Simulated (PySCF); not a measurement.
# Basis-set dependence of excited states

C₃H₅GeNSe.
SMILES: `[GeH3][c]1cc[se]n1`

TDDFT with PBE0 (PySCF), vertical singlets, core orbitals frozen in the response, spherical d and f functions. Isolated species at its PBE0-D3(BJ)/def2-SVP geometry, gas phase. Relativistic effects, spin–orbit coupling among them, are left out although an element past zinc is present.

Question: How do the low singlets change with the basis? Take 6-31G*, def2-SVP, def2-SVPD, aug-cc-pVDZ and def2-TZVP.

Answer: 

| basis | functions | diffuse | S1 (eV) | S2 (eV) | S3 (eV) | S4 (eV) | S5 (eV) | LUMO (eV) | α (au) |
| --- | --- | --- | --- | --- | --- | --- | --- | --- | --- |
| 6-31G* | 130 | no | 5.05 | 5.19 | 5.26 | 5.97 | 6.09 | -0.97 | 82.3 |
| def2-SVP | 145 | no | 4.93 | 5.17 | 5.40 | 6.08 | 6.17 | -1.16 | 84.8 |
| def2-SVPD | 199 | yes | 4.91 | 5.03 | 5.15 | 5.92 | 5.96 | -1.36 | 98.9 |
| aug-cc-pVDZ | 209 | yes | 4.96 | 5.03 | 5.15 | 5.89 | 5.93 | -1.31 | 100.5 |
| def2-TZVP | 250 | no | 4.91 | 5.04 | 5.23 | 5.91 | 6.01 | -1.29 | 95.7 |

States are compared by their number. Against the largest diffuse basis here (aug-cc-pVDZ, itself not a converged limit), sets without diffuse functions differ by up to 0.09 eV in S1 and 0.23 eV in S5; the smaller diffuse sets differ by up to 0.05 and 0.03 eV. State by state, the largest deviation of a set without diffuse functions is S1 0.09, S2 0.16, S3 0.25, S4 0.19, S5 0.23 eV. The same number needn't mean the same state in each row. Against aug-cc-pVDZ the polarisability deviates by -18% in 6-31G*, -16% in def2-SVP, -2% in def2-SVPD, -5% in def2-TZVP.
